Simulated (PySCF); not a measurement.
H9NOSi3.
SMILES: `N[SiH2][SiH2]O[SiH3]`

Jobs on this species (14 atoms, 66 electrons) with PySCF (density fitting). Hardware of each: one thread of an Arm Neoverse V1 (shared host). Times come from a shared host and carry two figures at best. Peak memory is the resident size of the whole Python process, interpreter and libraries included.

```tsv
level and settings	work	basis functions	SCF cycles	wall time	peak memory
PBE0-D3(BJ)/def2-SVP, grid level 1	geometry optimisation from a GFN2-xTB start shaken at random	127	?	?	?
delta-SCF UKS B3LYP, pcX-2 on the ionised atom, pcseg-1 elsewhere, spin-free X2C	ΔSCF core ionisation, 8 holes	169	103	74 s	0.75 GiB
delta-SCF UKS PBE0, pcX-2 on the ionised atom, pcseg-1 elsewhere, spin-free X2C	ΔSCF core ionisation, 8 holes	169	99	72 s	0.75 GiB
delta-SCF UKS PBE, pcX-2 on the ionised atom, pcseg-1 elsewhere, spin-free X2C	ΔSCF core ionisation, 8 holes	169	117	34 s	0.57 GiB
delta-SCF UKS SCAN, pcX-2 on the ionised atom, pcseg-1 elsewhere, spin-free X2C	ΔSCF core ionisation, 8 holes	169	115	52 s	0.61 GiB
delta-SCF UKS SCAN, pcX-1 on the ionised atom, pcseg-1 elsewhere, spin-free X2C	ΔSCF core ionisation, 8 holes	149	114	44 s	0.57 GiB
delta-SCF UKS SCAN, def2-TZVP on the ionised atom, pcseg-1 elsewhere, spin-free X2C	ΔSCF core ionisation, 8 holes	146	114	49 s	0.57 GiB
delta-SCF UKS HF, pcX-2 on the ionised atom, pcseg-1 elsewhere, spin-free X2C	ΔSCF core ionisation, 8 holes	169	96	46 s	0.66 GiB
delta-SCF UKS SCAN, pcX-2 on the ionised atom, pcseg-1 elsewhere, non-relativistic	ΔSCF core ionisation, 8 holes	169	114	53 s	0.64 GiB
```

**Question.** Fill in the missing figures.

**Answer.** 
- PBE0-D3(BJ)/def2-SVP, grid level 1; geometry optimisation from a GFN2-xTB start shaken at random: 1.9 min, 0.53 GiB, 109 SCF cycles

**Question.** What do all jobs in the table cost together?

**Answer.** About 9.0 min; the longest takes about 21 % of that, and about 3.4 times as long as the shortest.
